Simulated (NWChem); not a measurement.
Everything below was run with NWChem. System: H2INSn, charge 0, spin multiplicity 1, at a geometry optimised with PBE/def2-SVP with def2 effective core potentials on Sn, I. The structure started from a generated list of species. Level: PBE/def2-TZVPP with def2 effective core potentials on Sn, I.

Job file:

```
start mol
memory heap 200 mb stack 900 mb global 1100 mb
geometry units angstroms nocenter noautoz
  Sn    -0.919552    -0.948746     0.000000
  I      0.745048     1.299668     0.000000
  N      0.624926    -2.298026     0.000000
  H      1.618513    -2.043513     0.000000
  H      0.497069    -3.315416     0.000000
  symmetry group Cs
end
basis spherical
  * library def2-tzvpp
end
ecp
  Sn library def2-ecp
  I library def2-ecp
end
dft
  xc xpbe96 cpbe96
  semidirect memsize 60000000 filesize 0
  iterations 100
end
task dft energy
```

Part of the output:

```
             Northwest Computational Chemistry Package (NWChem) 7.3.0
             --------------------------------------------------------

                                NWChem Input Module
                                -------------------

 Scaling coordinates for geometry "geometry" by  1.889725989
 (inverse scale =  0.529177249)

 Turning off AUTOSYM since
 SYMMETRY directive was detected!

                             Geometry "geometry" -> ""
                             -------------------------

 Output coordinates in angstroms (scale by  1.889725989 to convert to a.u.)

  No.       Tag          Charge          X              Y              Z
 ---- ---------------- ---------- -------------- -------------- --------------
    1 Sn                  50.0000    -0.91955200    -0.94874600     0.00000000
    2 I                   53.0000     0.74504800     1.29966800     0.00000000
    3 N                    7.0000     0.62492600    -2.29802600     0.00000000
    4 H                    1.0000     1.61851300    -2.04351300     0.00000000
    5 H                    1.0000     0.49706900    -3.31541600     0.00000000

 Effective nuclear repulsion energy (a.u.)     687.0033366012

            Nuclear Dipole moment (a.u.)
            ----------------------------
        X                 Y               Z
 ---------------- ---------------- ----------------
     0.0000151178    -0.0000132281     0.0000000000

      Symmetry information
      --------------------

 Group name             Cs
 Group number              2
 Group order               2
 No. of unique centers     5

      Symmetry unique atoms

     1    2    3    4    5


 Summary of "ao basis" -> "" (spherical)
 ------------------------------------------------------------------------------
       Tag                 Description            Shells   Functions and Types
 ---------------- ------------------------------  ------  ---------------------
 *                         def2-tzvpp                 on all atoms

 Summary of "ao basis" -> "ao basis" (spherical)
 ------------------------------------------------------------------------------
       Tag                 Description            Shells   Functions and Types
 ---------------- ------------------------------  ------  ---------------------
 Sn                        def2-tzvpp               16       50   6s5p3d2f
 I                         def2-tzvpp               16       50   6s5p3d2f
 N                         def2-tzvpp               11       31   5s3p2d1f
 H                         def2-tzvpp                6       14   3s2p1d

 Summary of "ao basis" -> "ao basis" (spherical)
 ------------------------------------------------------------------------------
       Tag                 Description            Shells   Functions and Types
 ---------------- ------------------------------  ------  ---------------------
 Sn                        def2-tzvpp               16       50   6s5p3d2f
 I                         def2-tzvpp               16       50   6s5p3d2f
 N                         def2-tzvpp               11       31   5s3p2d1f
 H                         def2-tzvpp                6       14   3s2p1d

      Symmetry analysis of basis
      --------------------------

        a'        107
        a"         52

            General Information
            -------------------
          SCF calculation type: DFT
          Wavefunction type:  closed shell.
          No. of atoms     :     5
          No. of electrons :    56
           Alpha electrons :    28
            Beta electrons :    28
          Charge           :     0
          Spin multiplicity:     1
          Use of symmetry is: on ; symmetry adaption is: on
          Maximum number of iterations: 100
          AO basis - number of functions:   159
                     number of shells:    55
          Convergence on energy requested:  1.00D-06
          Convergence on density requested:  1.00D-05
          Convergence on gradient requested:  5.00D-04

              XC Information
              --------------
          PerdewBurkeErnzerhof Exchange Functional  1.000
            Perdew 1991 LDA Correlation Functional  1.000 local
           PerdewBurkeErnz. Correlation Functional  1.000 non-local

             Grid Information
             ----------------
          Grid used for XC integration:  medium
          Radial quadrature: Mura-Knowles
          Angular quadrature: Lebedev.
          Tag              B.-S. Rad. Rad. Pts. Rad. Cut. Ang. Pts.
          ---              ---------- --------- --------- ---------
          Sn                  1.45      123          11.0       590
          I                   1.40      123          12.0       590
          N                   0.65       49          11.0       434
          H                   0.35       45          13.0       434
          Grid pruning is: on
          Number of quadrature shells:   385
          Spatial weights used:  Erf1

          Convergence Information
          -----------------------
          Convergence aids based upon iterative change in
          total energy or number of iterations.
          Levelshifting, if invoked, occurs when the
          HOMO/LUMO gap drops below (HL_TOL):  1.00D-02
          DIIS, if invoked, will attempt to extrapolate
          using up to (NFOCK): 10 stored Fock matrices.

                    Damping( 0%)  Levelshifting(0.5)       DIIS
                  --------------- ------------------- ---------------
          dE  on:    start            ASAP                start
          dE off:    2 iters        100 iters           100 iters

      Screening Tolerance Information
      -------------------------------
          Density screening/tol_rho:  1.00D-10
          AO Gaussian exp screening on grid/accAOfunc:  14
          CD Gaussian exp screening on grid/accCDfunc:  20
          XC Gaussian exp screening on grid/accXCfunc:  20
          Schwarz screening/accCoul:  1.00D-08

      Superposition of Atomic Density Guess
      -------------------------------------

 Sum of atomic energies:        -651.58510549

      Non-variational initial energy
      ------------------------------

 Total energy =    -565.717002
 1-e energy   =   -1351.504323
 2-e energy   =     593.628347
 HOMO         =      -0.278575
 LUMO         =      -0.046691

      Symmetry analysis of molecular orbitals - initial
      -------------------------------------------------

  Numbering of irreducible representations:

     1 a'          2 a"

  Orbital symmetries:

     1 a'          2 a'          3 a'          4 a'          5 a'
     6 a"          7 a'          8 a'          9 a"         10 a'
    11 a'         12 a"         13 a'         14 a"         15 a'
    16 a'         17 a'         18 a"         19 a"         20 a'
    21 a'         22 a'         23 a'         24 a'         25 a"
    26 a'         27 a"         28 a'         29 a"         30 a'
    31 a'         32 a'         33 a'         34 a"         35 a'
    36 a'         37 a'         38 a"

------------------------------------------------------------
EAF file 0: "./mol.aoints.0" size=524288 bytes
------------------------------------------------------------
               write      read    awrite     aread      wait
               -----      ----    ------     -----      ----
     calls:        1         0         0         0         0
   data(b): 5.24e+05  0.00e+00  0.00e+00  0.00e+00
   time(s): 0.00e+00  0.00e+00  0.00e+00  0.00e+00  0.00e+00
rate(mb/s): 0.00e+00  0.00e+00
------------------------------------------------------------

   convergence    iter        energy       DeltaE   RMS-Dens  Diis-err    time
 ---------------- ----- ----------------- --------- --------- ---------  ------
 d= 0,ls=0.0,diis     1   -567.9042522497 -7.60D+02  1.97D-02  7.21D-01    10.5
 d= 0,ls=0.0,diis     2   -567.0523392427  8.52D-01  1.02D-02  5.67D+00    11.6
 d= 0,ls=0.0,diis     3   -567.9533197328 -9.01D-01  4.49D-03  2.67D-01    12.7
 d= 0,ls=0.0,diis     4   -567.9683798398 -1.51D-02  2.70D-03  1.47D-01    13.9
 d= 0,ls=0.0,diis     5   -567.9926147591 -2.42D-02  3.09D-04  4.50D-03    15.0
  Resetting Diis
 d= 0,ls=0.0,diis     6   -567.9929307370 -3.16D-04  1.65D-04  5.91D-04    16.1
 d= 0,ls=0.0,diis     7   -567.9930101660 -7.94D-05  1.08D-04  5.08D-05    17.3
 d= 0,ls=0.0,diis     8   -567.9929839783  2.62D-05  7.26D-05  2.57D-04    18.4
 d= 0,ls=0.0,diis     9   -567.9930151081 -3.11D-05  1.55D-05  1.66D-05    19.5
 d= 0,ls=0.0,diis    10   -567.9930166549 -1.55D-06  6.22D-06  1.72D-06    20.7
 d= 0,ls=0.0,diis    11   -567.9930168677 -2.13D-07  2.30D-06  7.74D-08    21.8

         Total DFT energy =     -567.993016867656
      One electron energy =    -1354.080347438437
           Coulomb energy =      641.769338854073
    Exchange-Corr. energy =      -47.840982340100
 Nuclear repulsion energy =      192.158974056808

 Numeric. integr. density =       56.000016086254

     Total iterative time =     19.4s

                  Occupations of the irreducible representations
                  ----------------------------------------------

                     irrep           alpha         beta
                     --------     --------     --------
                     a'               20.0         20.0
                     a"                8.0          8.0

                       DFT Final Molecular Orbital Analysis
                       ------------------------------------

 Vector   26  Occ=2.000000D+00  E=-2.379315D-01  Symmetry=a'
              MO Center= -1.2D-01,  2.6D-01, -1.5D-14, r^2= 4.8D+00
   Bfn.  Coefficient  Atom+Function         Bfn.  Coefficient  Atom+Function
  ----- ------------  ---------------      ----- ------------  ---------------
    67      0.421145  2 I  py                61     -0.354765  2 I  py
     6      0.321215  1 Sn s                  5      0.294034  1 Sn s
    64      0.281036  2 I  py                 2      0.232925  1 Sn s
    70      0.210534  2 I  py                16     -0.198504  1 Sn px
     3     -0.196663  1 Sn s                 10      0.189736  1 Sn px

 Vector   27  Occ=2.000000D+00  E=-2.214056D-01  Symmetry=a"
              MO Center=  6.7D-01, -7.2D-02, -4.2D-15, r^2= 4.7D+00
   Bfn.  Coefficient  Atom+Function         Bfn.  Coefficient  Atom+Function
  ----- ------------  ---------------      ----- ------------  ---------------
    68      0.426004  2 I  pz                62     -0.361761  2 I  pz
    65      0.290397  2 I  pz               108     -0.265301  3 N  pz
    71      0.235264  2 I  pz               111     -0.221583  3 N  pz
   114     -0.214964  3 N  pz                23     -0.053603  1 Sn d -1
    59     -0.046011  2 I  pz                33      0.035977  1 Sn d -1

 Vector   28  Occ=2.000000D+00  E=-2.204225D-01  Symmetry=a'
              MO Center=  4.9D-01,  8.3D-01,  6.2D-15, r^2= 3.7D+00
   Bfn.  Coefficient  Atom+Function         Bfn.  Coefficient  Atom+Function
  ----- ------------  ---------------      ----- ------------  ---------------
    66      0.463707  2 I  px                60     -0.392453  2 I  px
    63      0.314471  2 I  px                69      0.255731  2 I  px
     6      0.226539  1 Sn s                  5      0.185259  1 Sn s
    67     -0.179406  2 I  py                61      0.154586  2 I  py
   105     -0.154237  3 N  s                  2      0.148295  1 Sn s

 Vector   29  Occ=0.000000D+00  E=-1.095432D-01  Symmetry=a"
              MO Center= -7.3D-01, -9.2D-01,  3.9D-15, r^2= 4.1D+00
   Bfn.  Coefficient  Atom+Function         Bfn.  Coefficient  Atom+Function
  ----- ------------  ---------------      ----- ------------  ---------------
    18      0.523928  1 Sn pz                12     -0.335177  1 Sn pz
    21      0.322958  1 Sn pz                15      0.316075  1 Sn pz
   114     -0.211714  3 N  pz               108     -0.187514  3 N  pz
    71     -0.150299  2 I  pz               111     -0.147651  3 N  pz
    68     -0.136959  2 I  pz                62      0.125802  2 I  pz

 Vector   30  Occ=0.000000D+00  E=-6.389740D-02  Symmetry=a'
              MO Center= -6.3D-01, -6.2D-01, -1.3D-15, r^2= 6.5D+00
   Bfn.  Coefficient  Atom+Function         Bfn.  Coefficient  Atom+Function
  ----- ------------  ---------------      ----- ------------  ---------------
    20      0.484458  1 Sn py                17      0.405076  1 Sn py
    56     -0.306794  2 I  s                 11     -0.273213  1 Sn py
    14      0.268878  1 Sn py                70      0.268457  2 I  py
    69      0.252994  2 I  px                 5      0.245291  1 Sn s
    19      0.238639  1 Sn px               105      0.233964  3 N  s

 Vector   31  Occ=0.000000D+00  E=-2.947147D-02  Symmetry=a'
              MO Center= -5.0D-01, -1.2D+00,  1.2D-15, r^2= 7.4D+00
   Bfn.  Coefficient  Atom+Function         Bfn.  Coefficient  Atom+Function
  ----- ------------  ---------------      ----- ------------  ---------------
   105      1.004593  3 N  s                 19     -0.602711  1 Sn px
   148     -0.465585  5 H  s                  6     -0.399223  1 Sn s
    20      0.358823  1 Sn py                16     -0.348941  1 Sn px
    70     -0.262779  2 I  py               134     -0.245710  4 H  s
     5     -0.208944  1 Sn s                104      0.206896  3 N  s

 center of mass
 --------------
 x =  -0.02164119 y =   0.11222425 z =   0.00000000

 moments of inertia (a.u.)
 ------------------
        1459.828604740312        -717.116188987154           0.000000000000
        -717.116188987154         637.293673661696           0.000000000000
           0.000000000000           0.000000000000        2097.122278402008

     Multipole analysis of the density
     ---------------------------------

     L   x y z        total         alpha         beta         nuclear
     -   - - -        -----         -----         ----         -------
     0   0 0 0     -0.000000    -28.000000    -28.000000     56.000000

     1   1 0 0     -0.469096     -4.851262     -4.851262      9.233428
     1   0 1 0     -1.172250      8.697932      8.697932    -18.568113
     1   0 0 1     -0.000000     -0.000000     -0.000000      0.000000

     2   2 0 0    -41.826099    -88.906957    -88.906957    135.987814
     2   1 1 0     -0.181035    -50.787182    -50.787182    101.393329
     2   1 0 1     -0.000000     -0.000000     -0.000000      0.000000
     2   0 2 0    -40.222117   -223.957111   -223.957111    407.692104
     2   0 1 1      0.000000      0.000000      0.000000      0.000000
     2   0 0 2    -43.379235    -21.689617    -21.689617      0.000000

 Task  times  cpu:       21.8s     wall:       21.8s

 Total times  cpu:       21.9s     wall:       21.9s
```
